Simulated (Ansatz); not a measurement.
Stepwise reaction of `[O]=[W]([OH])([OH])([OH])[Cl]` with hydrogen fluoride, as a gas-phase model of exchange steps in deposition or etching. ΔE in kJ/mol; ΔG adds harmonic PBE0-D4 terms to CCSD(T)/CBS, at 1 bar.

Calculated with Ansatz (gas phase, PBE0-D4/def2-TZVP geometries, no zero-point term in ΔE). CCSD(T)/CBS adds triple-zeta CCSD(T) − MP2 to the extrapolated MP2 energy (def2 sets, frozen cores). This one scheme is used for every species. Functionals use def2-TZVPP. B3LYP here is the variant with VWN-RPA as its local correlation; programs differ in this. Elements past krypton have def2 core potentials. For W outer-core shells are correlated without core-valence functions, which leaves a few kJ/mol of doubt a bond. One conformer a species, not always the lowest.

```
step                                                                    reaction  PBE-D4  B3LYP-D4  ωB97M-V  CCSD(T)/CBS  ΔG(400 K)
   2  `[O]=[W]([OH])([OH])([F])[Cl]` + H–F → `[O]=[W]([OH])([F])([F])[Cl]` + H₂O   -29.8     -28.8    -30.5        -22.8      -27.3
   3    `[O]=[W]([OH])([F])([F])[Cl]` + H–F → `[O]=[W]([F])([F])([F])[Cl]` + H₂O   -32.3     -30.2    -30.5        -24.4      -18.7
```

Q: Give the row of step 1, `[O]=[W]([OH])([OH])([OH])[Cl]` + H–F → `[O]=[W]([OH])([OH])([F])[Cl]` + H₂O. (Estimate.)

A: Ansatz gave: 
```tsv
step	reaction	PBE-D4	B3LYP-D4	ωB97M-V	CCSD(T)/CBS	ΔG(400 K)
1	`[O]=[W]([OH])([OH])([OH])[Cl]` + H–F → `[O]=[W]([OH])([OH])([F])[Cl]` + H₂O	-49.2	-51.6	-51.5	-39.1	-46.2
```

Q: By hand: ΔE of the 3 steps together at CCSD(T)/CBS.

A: (-39.1) + (-22.8) + (-24.4) = -86.3 kJ/mol, or -28.8 kJ/mol a step.

In ΔE step 1 is the lowest and step 2 the highest. All are downhill at CCSD(T)/CBS. ΔG lies between -46.2 and -18.7 kJ/mol a step. PBE-D4 differs from CCSD(T)/CBS by -10.1 to -7.0 kJ/mol a step. Only this route is followed, and other bonds may react first. Isolated molecules leave out the surface, adducts and barriers. Largest T1 diagnostic: 0.022.
